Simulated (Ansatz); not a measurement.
The same path of ClF2GeH6NOSi (13 atoms, charge 0, multiplicity 1) was run twice with different band settings. Lost on the way: Ge1–O2, N7–H13. Made: O2–H13.

These are results of Ansatz 0.2.0, RKS PBE/def2-SVP, not measurements.

Relaxed end points:

```xyz
13
Properties=species:S:1:pos:R:3
Ge 0.043 0.121 0.244
O -0.204 -0.019 2.017
H -0.786 -0.795 2.147
Cl 1.864 -0.612 -0.734
F -0.871 1.328 -0.683
F -1.011 -1.239 -0.175
N 1.200 1.853 0.884
H 2.169 1.650 0.593
Si 0.607 3.478 0.300
H 0.755 3.513 -1.184
H -0.787 3.662 0.797
H 1.504 4.516 0.920
H 1.160 1.753 1.912
```

```xyz
13
Properties=species:S:1:pos:R:3
Ge -0.004 0.624 0.058
O 0.816 -0.294 2.196
H 1.276 -1.082 1.837
Cl 1.223 -0.991 -0.739
F -0.739 1.292 -1.390
F -1.415 -0.099 0.833
N 0.714 2.120 0.756
H 1.185 1.979 1.654
Si 0.661 3.718 -0.005
H 1.294 3.711 -1.367
H -0.741 4.247 -0.122
H 1.453 4.609 0.913
H -0.081 -0.626 2.415
```

Common settings: movable images 7; climbing image yes; spring 5.0 eV/Å²; optimiser quadratic models (default); start path through a guess of the saddle point; iteration limit 60; end points relaxed.

| run | force threshold |
| --- | --- |
| 1 | 0.05 eV/Å |
| 2 | 0.5 eV/Å |

**Question.** What does each run give, and how far can it be trusted?

**Answer.** Run 1: converged after 23 iterations, highest image 0.905 eV above the first end. A vibrational analysis at the climbing image gives one clearly imaginary mode, 962i cm⁻¹: a first-order saddle point.
Run 2: converged after 13 iterations, highest image 1.035 eV above the first end. The threshold of 0.5 eV/Å is loose, so the images may lie well off the minimum-energy path. The order of the stationary point at the top wasn't checked.
The orbitals stay closed-shell, which can raise the energy where a bond breaks towards radicals; this wasn't checked here.
